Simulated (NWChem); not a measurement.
System: CH$_{4}$O$_{2}$Si; SMILES O=C[SiH2]O

NWChem input:

```
start job
memory heap 200 mb stack 900 mb global 1100 mb
geometry units angstroms noautosym nocenter noautoz
  O     -0.656557     1.654419     0.000000
  C      0.461226     1.158617     0.000000
  Si     0.544337    -0.772818     0.000000
  O     -1.060873    -1.181134     0.000000
  H      1.352188     1.828381     0.000000
  H      1.266055    -1.245634    -1.210649
  H      1.266055    -1.245634     1.210649
  H     -1.597533    -0.365773     0.000000
end
basis spherical
  * library def2-svp
end
dft
  xc pbe0
  iterations 150
end
cosmo
  do_cosmo_smd true
  solvent water
end
task dft energy
```

Parts of the log:

```
             Northwest Computational Chemistry Package (NWChem) 7.3.0
             --------------------------------------------------------

                             Geometry "geometry" -> ""
                             -------------------------

 Output coordinates in angstroms (scale by  1.889725989 to convert to a.u.)

  No.       Tag          Charge          X              Y              Z
 ---- ---------------- ---------- -------------- -------------- --------------
    1 O                    8.0000    -0.65655700     1.65441900     0.00000000
    2 C                    6.0000     0.46122600     1.15861700     0.00000000
    3 Si                  14.0000     0.54433700    -0.77281800     0.00000000
    4 O                    8.0000    -1.06087300    -1.18113400     0.00000000
    5 H                    1.0000     1.35218800     1.82838100     0.00000000
    6 H                    1.0000     1.26605500    -1.24563400    -1.21064900
    7 H                    1.0000     1.26605500    -1.24563400     1.21064900
    8 H                    1.0000    -1.59753300    -0.36577300     0.00000000

 Effective nuclear repulsion energy (a.u.)     160.7599549724

                                 NWChem DFT Module
                                 -----------------

 Summary of "ao basis" -> "ao basis" (spherical)
 ------------------------------------------------------------------------------
       Tag                 Description            Shells   Functions and Types
 ---------------- ------------------------------  ------  ---------------------
 O                          def2-svp                 6       14   3s2p1d
 C                          def2-svp                 6       14   3s2p1d
 Si                         def2-svp                 8       18   4s3p1d
 H                          def2-svp                 3        5   2s1p

 in cosmo_initialize ...
 calling solv_data for solv:h2o

 solvent parameters
 solvname_short: h2o
 solvname_long:  water
 dielec:       78.4000
 dielecinf:     1.7769
 aqueous SMD model solvent descriptors
 dielec:       78.4000
 sola:          0.8200

          ---------------
          -cosmo- solvent
          ---------------
 Cosmo: York-Karplus, doi: 10.1021/jp992097l
 dielectric constant -eps-     =  78.40
 screen = (eps-1)/(eps    )    =   0.98724
 surface charge correction     = lagrangian

   van der Waals surface
 --------------------------

[...]

                                COSMO-SMD solvation results
                                ---------------------------

             internal energy in gas <Psi(g)|H|Psi(g)> =      -479.891156753378
         internal energy in solvent <Psi(s)|H|Psi(s)> =      -479.889084272698
                               delta internal energy  =         0.002072480679 (    1.30 kcal/mol)
   total free energy in solvent <Psi(s)|H+V/2|Psi(s)> =      -479.902681496975
 polarization energy contribution <Psi(s)|V/2|Psi(s)> =        -0.013597224277 (   -8.53 kcal/mol)
    total free energy in solvent including G(SMD-CDS) =      -479.896230411024
                       G(SMD-CDS) energy contribution =         0.006451085951 (    4.05 kcal/mol)
     1 M fixed-concentration free energy of solvation =        -0.005073657646 (   -3.18 kcal/mol)

                       DFT Final Molecular Orbital Analysis
                       ------------------------------------

 Vector   18  Occ=2.000000D+00  E=-3.882935D-01
              MO Center= -9.0D-01, -7.8D-01,  3.2D-09, r^2= 1.9D+00
   Bfn.  Coefficient  Atom+Function         Bfn.  Coefficient  Atom+Function
  ----- ------------  ---------------      ----- ------------  ---------------
    51      0.454319  4 O  py                54      0.322580  4 O  py
    50      0.280005  4 O  px                53      0.195896  4 O  px
    19      0.174375  2 C  py                49     -0.169582  4 O  s
     5      0.167482  1 O  py                48     -0.135925  4 O  s
     4      0.132869  1 O  px                36     -0.130375  3 Si px

 Vector   19  Occ=2.000000D+00  E=-3.250242D-01
              MO Center=  2.7D-02, -1.1D+00,  5.1D-09, r^2= 2.6D+00
   Bfn.  Coefficient  Atom+Function         Bfn.  Coefficient  Atom+Function
  ----- ------------  ---------------      ----- ------------  ---------------
    52      0.466248  4 O  pz                55      0.361901  4 O  pz
    66      0.248751  6 H  s                 71     -0.248751  7 H  s
    67      0.222765  6 H  s                 72     -0.222765  7 H  s
    38     -0.173602  3 Si pz                45      0.107531  3 Si d  1
    35      0.088510  3 Si pz                 9      0.047338  1 O  pz

 Vector   20  Occ=2.000000D+00  E=-2.689518D-01
              MO Center=  2.1D-02,  1.1D+00,  1.1D-11, r^2= 2.4D+00
   Bfn.  Coefficient  Atom+Function         Bfn.  Coefficient  Atom+Function
  ----- ------------  ---------------      ----- ------------  ---------------
     5      0.469291  1 O  py                 8      0.382398  1 O  py
    61     -0.259818  5 H  s                 19     -0.252060  2 C  py
    37      0.230773  3 Si py                62     -0.179862  5 H  s
     4      0.168905  1 O  px                40      0.157092  3 Si py
    31      0.144236  3 Si s                  7      0.129415  1 O  px

 Vector   21  Occ=0.000000D+00  E=-5.813473D-02
              MO Center=  2.1D-01,  1.1D+00,  4.2D-10, r^2= 2.0D+00
   Bfn.  Coefficient  Atom+Function         Bfn.  Coefficient  Atom+Function
  ----- ------------  ---------------      ----- ------------  ---------------
    23      0.504435  2 C  pz                20      0.477431  2 C  pz
     9     -0.430781  1 O  pz                 6     -0.409738  1 O  pz
    67      0.188500  6 H  s                 72     -0.188500  7 H  s
    41      0.185312  3 Si pz                43      0.110363  3 Si d -1
    66      0.093559  6 H  s                 71     -0.093559  7 H  s

[...]
```

Level: PBE0/def2-SVP, SMD on the gas-phase geometry. Geometry: optimised at B3LYP/6-31G* (spherical d). Solvent: water.
